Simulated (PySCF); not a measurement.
## Field gradients at the hydrogen positions

Species: C6H12OSSi.
Geometry (GFN2-xTB, Å), atoms numbered from 1 in this order:
```xyz
21
C6H12OSSi angstrom
C     -3.628   -0.116   -0.290
C     -2.614    0.921    0.195
C     -1.234    0.351    0.192
C     -0.457    0.228    1.262
Si     1.246   -0.538    1.269
O      1.556   -1.159   -0.207
C      2.832   -0.943   -0.736
C      3.304    0.468   -0.418
S      2.920    0.829    1.329
H     -4.632    0.302   -0.282
H     -3.610   -0.990    0.356
H     -3.394   -0.433   -1.304
H     -2.878    1.253    1.201
H     -2.645    1.788   -0.471
H     -0.882   -0.003   -0.768
H     -0.827    0.576    2.217
H      1.475   -1.522    2.321
H      2.777   -1.095   -1.818
H      3.529   -1.674   -0.310
H      4.377    0.573   -0.558
H      2.778    1.202   -1.028
```

Level: PBE0/pcSseg-1 (PySCF, non-relativistic); Q(2H) = 0.00286 b; rigid geometry, the same for H and D, with no vibrational averaging.

**Question.** Rank these positions by the coupling χzz of a deuteron there, largest first.
A. H19 (methylene hydrogen)
B. H12 (methyl hydrogen)
C. H17 (Si–H hydrogen)
D. H16 (vinylic hydrogen)
E. H18 (methylene hydrogen)
F. H21 (methylene hydrogen)

**Answer.** D (222 kHz), B (211 kHz), F (204 kHz), E (197 kHz), A (193 kHz), C (109 kHz).

**Question.** Give the electric field gradient Vzz (the principal value of largest size), its asymmetry and the 2H coupling at each hydrogen.

**Answer.** 
| atom | bonded to | bond length (Å) | Vzz (au) | η | χzz (kHz) |
| --- | --- | --- | --- | --- | --- |
| H10 | C1 | 1.087 | 0.3164 | 0.02 | 213 |
| H11 | C1 | 1.088 | 0.3132 | 0.02 | 210 |
| H12 | C1 | 1.088 | 0.3146 | 0.03 | 211 |
| H13 | C2 | 1.092 | 0.3032 | 0.03 | 204 |
| H14 | C2 | 1.094 | 0.3011 | 0.01 | 202 |
| H15 | C3 | 1.082 | 0.3196 | 0.04 | 215 |
| H16 | C4 | 1.082 | 0.3301 | 0.06 | 222 |
| H17 | Si5 | 1.459 | 0.1628 | 0.03 | 109 |
| H18 | C7 | 1.094 | 0.2933 | 0.05 | 197 |
| H19 | C7 | 1.096 | 0.2871 | 0.06 | 193 |
| H20 | C8 | 1.087 | 0.3119 | 0.03 | 210 |
| H21 | C8 | 1.090 | 0.3036 | 0.02 | 204 |

**Question.** Average by the element that carries the hydrogen.

**Answer.** on C: 207 kHz over 11 positions, mean bond length 1.089 Å; on Si: 109 kHz over 1 position, mean bond length 1.459 Å.

**Question.** How does χzz go with the bond length over the 11 C–H bonds?

**Answer.** A straight-line fit has a slope of -17.0 kHz for each 0.01 Å, with a correlation coefficient of -0.96, over lengths from 1.082 to 1.096 Å. The longer bonds have the smaller couplings here.

Isolated species at its GFN2-xTB geometry (one conformer only). GFN2-xTB bond lengths can be off by several hundredths of an ångström, more for odd bonds, and the gradients follow them. With a basis this small, the couplings can be 20 % off.
